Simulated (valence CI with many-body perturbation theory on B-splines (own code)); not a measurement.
# Level structure of Se XXIX

Level of theory: valence CI with perturbative core correlation (CI+MBPT): four valence electrons over a frozen Dirac-Fock core [He], radial functions for each j: 11 s, 11 p, 10 d, 8 f, 5 g, 2 h, with the one-electron correlation potential Σ1, the two-electron term Σ2, the three-electron term Σ3, Breit, model QED; selected CI, second order for the rest, scaled by the run's own slope (own B-spline code, finite nucleus).

No measured spectrum was set against this ion. As an estimate, large intervals hold to a few tenths of a per cent, small ones and those within an open d or f shell to about a per cent. Among the levels kept, up to 1200 cm⁻¹ of a level comes from second order outside the variational space, and about a tenth of that is noise between levels of different J, which matters for small intervals.

Levels 1 to 45 of 198, with energies above the lowest level, (2s^2 2p1/2^2) J=0. "Leading %" is the weight of the configuration and term that name the level; weights of strongly mixed levels are sums over their largest components and can fall short. In the jj column 3d3/2^4 stands for four electrons in 3d with j = 3/2. Lifetimes count E1, E2, E3, M1 and M2 decay at the calculated energies, and are blank where another channel may lead or the interval is too uncertain; long ones can be off by a factor of two.

```tsv
No.	Configuration	Term	J	E (Ry)	Leading %	g	Leading jj	Lifetime
1	2s²2p²	³P	0	0.00	80		2s^2 2p1/2^2 (96 %)	
2	2s²2p²	³P	1	2.72	99	1.495	2s^2 2p1/2 2p3/2 (99 %)	2.59 μs
3	2s²2p²	³P	2	3.41	52	1.255	2s^2 2p1/2 2p3/2 (96 %)	319 μs
4	2s²2p²	¹D	2	6.65	52	1.232	2s^2 2p3/2^2 (95 %)	1.04 μs
5	2s²2p²	¹S	0	8.28	78		2s^2 2p3/2^2 (95 %)	430 ns
6	2s2p³	⁵S°	2	9.09	80	1.881	2s 2p1/2^2 2p3/2 (64 %)	929 ps
7	2s2p³	³D°	1	12.24	62	0.847	2s 2p1/2^2 2p3/2 (80 %)	22.0 ps
8	2s2p³	³D°	2	12.88	66	1.328	2s 2p1/2 2p3/2^2 (73 %)	52.2 ps
9	2s2p³	³D°	3	13.85	100	1.327	2s 2p1/2 2p3/2^2 (100 %)	69.0 ps
10	2s2p³	³P°	0	15.29	100		2s 2p1/2 2p3/2^2 (100 %)	19.1 ps
11	2s2p³	³P°	1	15.62	57	1.285	2s 2p1/2 2p3/2^2 (86 %)	14.3 ps
12	2s2p³	¹D°	2	16.14	37	1.246	2s 2p1/2 2p3/2^2 (65 %)	13.7 ps
13	2s2p³	³S°	1	17.07	54	1.598	2s 2p1/2 2p3/2^2 (82 %)	6.08 ps
14	2s2p³	¹D°	2	18.86	60	1.186	2s 2p3/2^3 (68 %)	11.3 ps
15	2s2p³	¹P°	1	21.00	62	1.245	2s 2p3/2^3 (85 %)	5.47 ps
16	2p⁴	³P	2	24.54	79	1.394	2p1/2^2 2p3/2^2 (96 %)	8.56 ps
17	2p⁴	³P	0	26.19	61		2p1/2^2 2p3/2^2 (90 %)	6.78 ps
18	2p⁴	³P	1	27.61	99	1.495	2p1/2 2p3/2^3 (99 %)	6.30 ps
19	2p⁴	¹D	2	28.47	79	1.093	2p1/2 2p3/2^3 (97 %)	8.23 ps
20	2p⁴	¹S	0	32.74	60		2p3/2^4 (91 %)	5.07 ps
21	2s²2p3s	³P°	0	129.93	98		2s^2 2p1/2 3s (98 %)	148 fs
22	2s²2p3s	³P°	1	130.05	70	1.352	2s^2 2p1/2 3s (97 %)	119 fs
23	2s²2p3p	³D	1	132.22	70	0.671	2s^2 2p1/2 3p1/2 (98 %)	8.13 ps
24	2s²2p3p	³P	0	133.29	75		2s^2 2p1/2 3p1/2 (93 %)	1.55 ps
25	2s²2p3s	³P°	2	133.40	96	1.495	2s^2 2p3/2 3s (96 %)	126 fs
26	2s²2p3p	³P	1	133.53	38	1.453	2s^2 2p1/2 3p3/2 (93 %)	1.84 ps
27	2s²2p3p	³D	2	133.64	67	1.175	2s^2 2p1/2 3p3/2 (94 %)	5.01 ps
28	2s²2p3s	¹P°	1	133.68	69	1.135	2s^2 2p3/2 3s (97 %)	92.8 fs
29	2s²2p3d	³F°	2	135.75	74	0.756	2s^2 2p1/2 3d3/2 (98 %)	112 fs
30	2s2p²3s	⁵P	1	135.90	62	2.074	2s 2p1/2^2 3s (61 %)	213 fs
31	2s²2p3p	³P	1	136.13	50	1.581	2s^2 2p3/2 3p1/2 (75 %)	795 fs
32	2s²2p3p	³P	2	136.30	39	1.256	2s^2 2p3/2 3p1/2 (88 %)	2.27 ps
33	2s²2p3d	³P°	2	136.49	42	1.259	2s^2 2p1/2 3d5/2 (97 %)	19.2 fs
34	2s²2p3d	³F°	3	136.50	60	1.116	2s^2 2p1/2 3d5/2 (95 %)	27.0 fs
35	2s²2p3d	³D°	1	136.56	57	0.801	2s^2 2p1/2 3d3/2 (96 %)	12.8 fs
36	2s²2p3p	³D	3	136.68	95	1.331	2s^2 2p3/2 3p3/2 (95 %)	5.86 ps
37	2s²2p3p	³S	1	136.75	53	1.551	2s^2 2p3/2 3p3/2 (90 %)	3.42 ps
38	2s2p²3s	³P	0	136.94	82		2s 2p1/2^2 3s (74 %)	139 fs
39	2s²2p3p	¹D	2	137.53	51	1.249	2s^2 2p3/2 3p3/2 (82 %)	934 fs
40	2s2p²3s	⁵P	2	137.98	89	1.776	2s 2p1/2 2p3/2 3s (87 %)	202 fs
41	2s2p²3p	⁵D°	0	138.29	77		2s 2p1/2^2 3p1/2 (78 %)	472 fs
42	2s2p²3p	⁵D°	1	138.36	45	1.652	2s 2p1/2^2 3p1/2 (75 %)	169 fs
43	2s²2p3p	¹S	0	138.49	72		2s^2 2p3/2 3p3/2 (92 %)	899 fs
44	2s2p²3s	³P	1	138.96	82	1.553	2s 2p1/2 2p3/2 3s (90 %)	109 fs
45	2s2p²3s	⁵P	3	139.06	77	1.585	2s 2p1/2 2p3/2 3s (77 %)	146 fs
```

The ionisation energy to 2s²2p ²P°1/2 of the next ion comes out as 3150.9 eV (NIST: 3146 ± 3 eV (semi-empirical)). All 198 levels together are meant to be complete up to 157.30 Ry.
